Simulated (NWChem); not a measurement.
System: C3H5, doublet; SMILES C=[C]C

All runs: NWChem. Pople sets run with spherical d functions. Spin-unrestricted. All runs use the structure optimised with PBE0/def2-SVP, spin-unrestricted. No stability test was run on the SCF state.

For level KT2/6-31G*:

```yaml
highest occupied level (eV): -4.70
lowest empty minus highest occupied level, either spin (eV): 2.61
```

Task: How do the values read with level PW91/6-31G* instead?

Result: 
| Property | Value |
|---|---|
| highest occupied level (eV) | -4.53 |
| lowest empty minus highest occupied level, either spin (eV) | 2.31 |
